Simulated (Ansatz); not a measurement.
O$_{2}$, charge +1, doublet, at a GFN2-xTB geometry (a state made from the parent by changing its charge; the spin is typed, not shown lowest); Ansatz (a quantum-chemistry and plane-wave program) with CCSD(T)/STO-3G.

The Ansatz input:
Ansatz 0.2 input:
```yaml
crystal:
  periodic: [false, false, false]
  atoms:
    - {symbol: O, position_ang: [-0.00000000, -0.00000000, -0.54957278]}
    - {symbol: O, position_ang: [0.00000000, 0.00000000, 0.54957278]}
basis:
  gaussian:
    orbitals: STO-3G
total_charge: 1
magnetization: {spin_polarized: true, initial_magnetization: 1}
correlation: {method: ccsd_t}
```

What the program printed (banner, timings and long lists left out):

```
Functional definition: HF
141 factors; integrals over basis functions are off by at most 1.3e-5 eV
mean field evaluation 1: about -4005.6224 eV, gradient 4.4e0 eV
mean field evaluation 2: about -4005.6808 eV, gradient 4.5e0 eV
mean field evaluation 4: about -4005.7804 eV, gradient 1.6e-1 eV
mean field evaluation 8: about -4005.7804 eV, gradient 1.0e-5 eV
mean field evaluation 16: about -4005.9622 eV, gradient 5.0e-2 eV
mean field evaluation 32: about -4005.7123 eV, gradient 4.3e-2 eV
mean field evaluation 64: about -4005.7804 eV, gradient 4.4e-4 eV
mean field evaluation 96: about -4005.7804 eV, gradient 9.3e-7 eV
mean field -4005.96230623 eV, -147.2163994152 hartree, gradient 4.1e-6 eV, S^2 1.047698; 6 other end points of the search recorded, 0 dependent functions left out
determinant -4005.96230623 eV, -147.2163994152 hartree, with singles and doubles -4010.09304362 eV, -147.3682012145 hartree
determinant -4005.78042451 eV, -147.2097153854 hartree, with singles and doubles -4010.06520472 eV, -147.3671781536 hartree
determinant -4005.96230623 eV, -147.2163994152 hartree, with singles and doubles -4010.08522951 eV, -147.3679140510 hartree
determinant -4005.78042451 eV, -147.2097153854 hartree, with singles and doubles -4010.06529140 eV, -147.3671813392 hartree
2 core orbitals not correlated
reference -4005.78042451 eV, -147.2097153854 hartree; 6, 5 occupied and 2, 3 virtual orbitals, 141 factors
second order -4.24729464 eV of doubles, -0.00000000 eV of singles
cycle   1  -4.28486618 eV  change    7.1e-7 eV  update   1.3e-6
perturbative correction -0.04074565 eV, -0.0014973749 hartree
Total energy: -4010.10603635 eV, -147.3686786882 hartree
```
